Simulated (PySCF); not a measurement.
Assigning NMR signals

Atoms are numbered as in `[F:1][Si@@H:2]1[SiH2:3][SiH2:4][Si@H:5]1[CH:6]1[CH2:7][CH2:8][CH2:9]1`; H(Xn) means a hydrogen on atom n. Ha(Si3), Ha(Si4) are cis to F1 on the ring; Ha(C7), Ha(C8), Ha(C9) are cis to Si5 on the ring; Hb(Si3), Hb(Si4) are trans to F1 on the ring; Hb(C7), Hb(C8), Hb(C9) are trans to Si5 on the ring.

[PySCF 2.14.0 with density-fitted response routines: NMR shieldings at PBE0/pcSseg-1/GIAO; coordinates at the GFN2-xTB level; non-relativistic Hamiltonian; one conformer; no solvent]

Referencing at the same level of theory: $^{13}$C (σ = 186.93 ppm), $^{1}$H (σ = 31.72 ppm) against TMS.

Problem. Assign these signals to the numbered atoms. $^{13}$C{$^{1}$H} NMR (computed): δ 27.4 (CH2), 27.0 (CH2), 19.9 (CH2), 16.9 (CH).

Solution. 
27.4 → C7, sp3 CH2 in a ring: a saturated carbon with 2 carbon neighbours and no heteroatom attached
27.0 → C9, sp3 CH2 in a ring
19.9 → C8, sp3 CH2 in a ring
16.9 → C6, sp3 CH bonded to Si

C7 and C9 lie closer than the usual error of such a calculation, so a measured spectrum could show them in the other order.

Problem. Assign these signals to the numbered atoms. $^{1}$H NMR (400 MHz, computed): δ 6.93 (m, 1H), 5.18 (m, 1H), 4.44 (m, 1H), 4.27 (m, 1H), 4.21 (m, 1H), 4.06 (m, 1H), 2.57 (m, 1H), 2.56 (m, 1H), 2.28 (m, 1H), 2.25 (m, 1H), 2.06 (m, 1H), 1.66 (m, 1H), 1.14 (m, 1H).

Solution. 
| δ (ppm) | atoms | environment | reason |
| --- | --- | --- | --- |
| 6.93 | H(Si2) | hydrogen on a silicon bonded to F, 2 Si, in a 4-membered ring | – |
| 5.18 | H(Si5) | hydrogen on a silicon bonded to C, 2 Si, in a 4-membered ring | – |
| 4.44 | Ha(Si3) | hydrogen on a silicon bonded to 2 Si, in a 4-membered ring | – |
| 4.27 | Ha(Si4) | hydrogen on a silicon bonded to 2 Si, in a 4-membered ring | – |
| 4.21 | Hb(Si4) | hydrogen on a silicon bonded to 2 Si, in a 4-membered ring | – |
| 4.06 | Hb(Si3) | hydrogen on a silicon bonded to 2 Si, in a 4-membered ring | – |
| 2.57 | Hb(C9) | hydrogen on an sp3 CH2 in a ring | – |
| 2.56 | Hb(C7) | hydrogen on an sp3 CH2 in a ring | – |
| 2.28 | Ha(C8) | hydrogen on an sp3 CH2 in a ring | – |
| 2.25 | H(C6) | hydrogen on an sp3 CH bonded to Si | – |
| 2.06 | Hb(C8) | hydrogen on an sp3 CH2 in a ring | – |
| 1.66 | Ha(C9) | hydrogen on an sp3 CH2 in a ring | – |
| 1.14 | Ha(C7) | hydrogen on an sp3 CH2 in a ring | – |

Ha(Si4) and Hb(Si4); Hb(C9) and Hb(C7); Ha(C8) and H(C6) lie closer than the usual error of such a calculation, so a measured spectrum could show them in the other order.

Splittings by $^{19}$F in the carbon and heteronuclear signals aren't shown, as no couplings were computed. Shifts are as computed. Against solution values, carbons near 30 ppm lie about +3 ppm off and those near 130 ppm about +5 ppm. Of 1309 compounds with measured shifts, 239 miss one by over three times the rms of a fit or turn the order of signals round; such compounds aren't used in these exercises. No couplings were computed; multiplicities are counted from neighbouring protons, with m where these are inequivalent, close in shift, in a saturated or five-membered ring or joined by F or P, and br s for small geminal =CH2 splittings.
